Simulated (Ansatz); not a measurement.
A nudged elastic band was laid between two geometries of C3H10OSi2 (16 atoms, charge 0, multiplicity 1).

The calculation used RKS PBE0-D4/def2-SVP in Ansatz 0.2.0.

```yaml
movable_images: 5
climbing_image: yes
spring: 5.0 eV/Å²
optimiser: quadratic models (default)
start_path: IDPP
force_threshold: 0.05 eV/Å
iteration_limit: 60
end_points: relaxed
```

Image 0:

```xyz
16
Properties=species:S:1:pos:R:3
C -1.640 -0.813 -0.394
C -0.526 -0.363 0.201
C 0.551 -1.227 0.766
Si 2.238 -0.913 -0.048
O -0.220 0.954 0.334
Si -1.132 2.264 -0.200
H -2.387 -0.139 -0.820
H -1.828 -1.884 -0.470
H 0.289 -2.290 0.661
H 0.667 -1.015 1.843
H 2.816 0.397 0.371
H 3.182 -1.999 0.364
H 2.095 -0.936 -1.536
H -1.309 2.208 -1.681
H -0.347 3.462 0.194
H -2.471 2.271 0.460
```

Image 6:

```xyz
16
Properties=species:S:1:pos:R:3
C -1.727 -0.626 0.380
C -0.444 -0.243 0.445
C 0.702 -1.141 0.775
Si 1.992 -1.220 -0.615
O -0.017 1.020 0.181
Si -0.961 2.331 -0.287
H -2.529 0.065 0.107
H -2.004 -1.655 0.604
H 0.344 -2.156 0.998
H 1.219 -0.763 1.675
H 2.760 0.054 -0.725
H 2.954 -2.327 -0.319
H 1.318 -1.503 -1.919
H -0.001 3.452 -0.457
H -1.965 2.654 0.769
H -1.665 2.035 -1.569
```

Q: What changes between the two ends?

A: No bond is made or broken. The dihedral C2–O5–Si6–H16 goes from 61 to -60°. The two ends are copies of one structure, up to a mirror image or an exchange of like atoms.

Q: Give the energies along the band, and the barrier.

A: The run converged. The highest image is number 3 of 0 to 6, 2.2 kcal/mol above the ends, which have the same energy within 2 meV. A vibrational analysis at the climbing image gives one clearly imaginary mode, 140i cm⁻¹: a first-order saddle point.

| image | path coordinate (Å) | energy (kcal/mol) | dihedral C2–O5–Si6–H16 (°) |
| --- | --- | --- | --- |
| 0 | 0.00 | 0.0 | 61 |
| 1 | 0.81 | 0.5 | 49 |
| 2 | 1.61 | 1.6 | 27 |
| 3 | 2.42 | 2.2 | 0 |
| 4 | 3.23 | 1.5 | -28 |
| 5 | 4.05 | 0.4 | -49 |
| 6 | 4.87 | 0.0 | -60 |

Q: What is the geometry of the highest image?

A: 
```xyz
16
Properties=species:S:1:pos:R:3
C -1.743 -0.817 0.277
C -0.501 -0.332 0.405
C 0.697 -1.149 0.760
Si 2.053 -1.077 -0.569
O -0.153 0.966 0.197
Si -1.001 2.347 -0.238
H -2.587 -0.188 -0.010
H -1.936 -1.873 0.465
H 0.412 -2.197 0.932
H 1.143 -0.765 1.695
H 2.752 0.241 -0.573
H 3.062 -2.145 -0.285
H 1.458 -1.322 -1.918
H -0.403 2.862 -1.501
H -0.824 3.349 0.849
H -2.453 2.077 -0.441
```

Q: What are the harmonic wavenumbers there?

A: 140i, 25, 52, 122, 136, 203, 365, 459, 520, 547, 605, 681, 715, 722, 735, 783, 835, 860, 917, 934, 942, 944, 951, 952, 973, 1061, 1145, 1190, 1343, 1396, 1423, 1738, 2226, 2235, 2247, 2252, 2261, 2262, 3065, 3153, 3194, 3297 cm⁻¹.

Time of the run: 56 s on 2 threads of AMD EPYC 9R45 96-Core Processor (Zen 5), with other jobs on the host, peak memory 0.44 GiB.
